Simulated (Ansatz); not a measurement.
Cl4Te, SMILES Cl[Te+](Cl)(Cl)Cl, charge +1, multiplicity 2.

Coordinates come from a B3LYP-D3(BJ)/def2-SVP optimisation. The def2 effective core potentials stand for the cores of Te; spin–orbit coupling is left out.

Two levels are set side by side: PBE/def2-TZVPD (Ansatz, an electronic-structure program) and PBE0/def2-TZVPD (Ansatz). Energy differences of separate SCF runs at the same geometry; the states with an electron removed or added have multiplicity 1 and 1. Differences are taken from unrounded values.

```csv
quantity,PBE0,PBE,PBE minus PBE0
vertical ionisation energy (eV),15.68,15.40,-0.29
vertical electron affinity (eV),9.57,9.50,-0.07
```

On these quantities the two levels nearly agree.
